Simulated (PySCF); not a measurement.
PySCF input file for [(E)-2-germylethenyl]germane (C2H8Ge2), SMILES [GeH3]/[CH]=[CH]/[GeH3], C-PCM-B3LYP/def2-SVP. Coordinates come from a PBE0-D3(BJ)/def2-SVP optimisation.

```python
import numpy as np
from pyscf import gto, scf, dft
from pyscf.solvent import pcm

mol = gto.M(
    atom='''
    Ge    0.01670643    2.38086580   -0.00000000
    C    -0.45269289    0.49428941   -0.00000000
    C     0.45269289   -0.49428941    0.00000000
    Ge   -0.01670643   -2.38086580    0.00000000
    H     1.55120499    2.50153202   -0.00000000
    H    -0.55924523    3.07876169   -1.24748080
    H    -0.55924522    3.07876170    1.24748080
    H    -1.52218261    0.24115406    0.00000000
    H     1.52218261   -0.24115406   -0.00000000
    H     0.55924523   -3.07876169    1.24748080
    H     0.55924522   -3.07876170   -1.24748080
    H    -1.55120499   -2.50153202    0.00000000
    ''',
    basis='def2-SVP',
    charge=0,
    spin=0,
    max_memory=1600,
    verbose=3,
)
mf = dft.RKS(mol, xc='b3lyp').density_fit(auxbasis='def2-universal-jkfit')
mf.grids.level = 3
mf.conv_tol = 1e-9
mf.max_cycle = 100
mf.kernel()
res = {}
for name, eps in {'water': 78.355, 'chlorobenzene': 5.6968, 'dimethylsulfoxide': 46.826}.items():
    s = mf.PCM()
    s.with_solvent.method, s.with_solvent.eps, s.with_solvent.lebedev_order = 'C-PCM', eps, 17
    s.kernel(mf.make_rdm1())
    res[name] = (s.e_tot, eps, s.dip_moment(), s.mo_energy, s.converged)
    print(f'{name}: electrostatic solvation free energy {(s.e_tot - mf.e_tot) * 627.509474:.3f} kcal/mol')
```

Log of the run:

```
converged SCF energy = -4234.49823556661

WARN: PCM is an experimental feature. It is still in testing.
Features and APIs may be changed in the future.

converged SCF energy = -4234.49932378669
Dipole moment(X, Y, Z, Debye):  0.00000, -0.00000, -0.00000
water: electrostatic solvation free energy -0.683 kcal/mol

WARN: PCM is an experimental feature. It is still in testing.
Features and APIs may be changed in the future.

converged SCF energy = -4234.49913264238
Dipole moment(X, Y, Z, Debye):  0.00000,  0.00000,  0.00000
chlorobenzene: electrostatic solvation free energy -0.563 kcal/mol

WARN: PCM is an experimental feature. It is still in testing.
Features and APIs may be changed in the future.

converged SCF energy = -4234.49931356437
Dipole moment(X, Y, Z, Debye):  0.00000,  0.00000,  0.00000
dimethylsulfoxide: electrostatic solvation free energy -0.676 kcal/mol
```

The run converged.

Cost: around 70 core-seconds (rough).
